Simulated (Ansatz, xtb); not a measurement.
## C3H4BBrN2: 7 structures ranked

7 gas-phase structures of C3H4BBrN2, from a drawn sample of its isomers (lower ones may exist). Each was relaxed with GFN2-xTB:

A. `Bc1n[nH]cc1Br`, a singlet
B. `Bc1cc(Br)[nH]n1`, a singlet
C. `Bn1cc(Br)cn1`, a singlet
D. `Bc1[nH]ncc1Br`, a singlet
E. `Bn1nccc1Br`, a singlet
F. `Bn1ccc(Br)n1`, a singlet
G. `Bc1cc(Br)n[nH]1`, a singlet

Problem. Estimate their order in r2SCAN-D4/def2-SVP//GFN2-xTB energy at these geometries, lowest first.

Solution. Calculated order at r2SCAN-D4/def2-SVP//GFN2-xTB: F (0.0), C (1.5), E (2.5), D (13.2), G (13.3), A (18.5), B (18.7) kcal/mol. Less than 1 kcal/mol parts C and E; D and G; A and B, so the order within those pairs means little.

Energies above the lowest of each column, in kcal/mol; the last columns are at r2SCAN-D4/def2-SVP geometries and were run for some of them only (a dash: not run or not comparable):

```
structure  GFN2-xTB  HF/STO-3G  r2SCAN-D4/def2-SVP//GFN2-xTB  r2SCAN-D4/def2-SVP  CCSD(T)/def2-SVP + ΔMP2/def2-TZVPP
        F       0.0        0.0                           0.0                 0.0                                 0.0
        C       0.9        1.5                           1.5                 1.5                                 1.2
        E       1.3        2.1                           2.5                 2.4                                 2.2
        D      19.1       24.5                          13.2                13.4                                16.5
        G      19.8       24.1                          13.3                13.6                                16.5
        A      23.6       28.2                          18.5                18.5                                20.6
        B      24.5       28.1                          18.7                   –                                   –
```

Every level run on F puts it lowest or level with the lowest. Flexible structures stand in one conformer each, not always the lowest. Frequencies (GFN2-xTB) were run for A, C, D, E, F, G alone. ΔMP2 is the change of the MP2 energy from the smaller to the larger basis.

Over these structures GFN2-xTB departs from r2SCAN-D4/def2-SVP//GFN2-xTB by 3.2 kcal/mol on average once a common shift is removed. A GFN2-xTB relaxation took about 0.14 s and the r2SCAN-D4/def2-SVP//GFN2-xTB energy about 4.8 s on a shared host (Ansatz 0.2.0, xtb 6.7.1).
